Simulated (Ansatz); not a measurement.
Reactions of C2H6Ge2, SMILES `[GeH3][C]#[C][GeH3]`.

Isolated molecules relaxed with PBE0-D4/def2-TZVP in Ansatz; ΔE leaves out vibrations. CCSD(T)/CBS adds triple-zeta CCSD(T) − MP2 to the extrapolated MP2 energy (def2 sets, frozen cores). This one scheme is used for every species. DFT in def2-TZVPP. B3LYP here is the variant with VWN-RPA as its local correlation; programs differ in this. def2 core potentials past Kr. For Ge, In outer-core shells are correlated without core-valence functions, which leaves a few kJ/mol of doubt a bond. Scalar relativity is left out up to krypton. One conformer a species, not always the lowest.

```
                                                                                     reaction  ωB97M-V (eV)  CCSD/CBS(def2) (eV)  B3LYP-D4 (eV)  HF/CBS(def2) (eV)  CCSD(T)/CBS(def2) (eV)
                          `[GeH3][C]#[C][GeH3]` + `N=CBO` → `OB/C=[N]/[GeH3]` + `C#[C][GeH3]`          0.35                 0.34           0.30               0.28                    0.35
  `[GeH3][C]#[C][GeH3]` + `[CH3][In]([CH3])[NH2]` → `[CH3][In]([NH2])[GeH3]` + `CC#[C][GeH3]`         -0.45                -0.42          -0.52              -0.44                   -0.40
                    `[GeH3][C]#[C][GeH3]` + `S[SiH2]Cl` → `Cl[SiH2][S][GeH3]` + `C#[C][GeH3]`         -0.32                -0.31          -0.31              -0.25                   -0.31
`[GeH3][C]#[C][GeH3]` + `[SiH3][Al]([Cl])[Cl]` → `[Cl][Al]([Cl])[GeH3]` + `[SiH3]C#[C][GeH3]`         -0.46                -0.43          -0.46              -0.42                   -0.43
                     `[GeH3][C]#[C][GeH3]` + `CC1C=C1F` → `FC1=C[CH]1[GeH3]` + `CC#[C][GeH3]`          0.22                 0.25           0.19               0.31                    0.25
          `[GeH3][C]#[C][GeH3]` + `[CH3][AlH][CH3]` → `[CH3][AlH][CH2][GeH3]` + `C#[C][GeH3]`          0.21                 0.19           0.24               0.30                    0.19
                                `[GeH3][C]#[C][GeH3]` + `OCS` → `OC[S][GeH3]` + `C#[C][GeH3]`         -0.34                -0.31          -0.36              -0.25                   -0.33
                                    `[GeH3][C]#[C][GeH3]` + SiH₄ → `[SiH3]C#[C][GeH3]` + GeH₄         -0.20                -0.19          -0.22              -0.18                   -0.18
                   `[GeH3][C]#[C][GeH3]` + `C#[C][AlH2]` → `C#[C][AlH][GeH3]` + `C#[C][GeH3]`         -0.12                -0.14          -0.15               0.00                   -0.13
                   `[GeH3][C]#[C][GeH3]` + `FC[SiH3]` → `F[CH]([SiH3])[GeH3]` + `C#[C][GeH3]`          0.39                 0.41           0.41               0.57                    0.40
```

Largest T1 diagnostic: 0.014, for `N=CBO`.
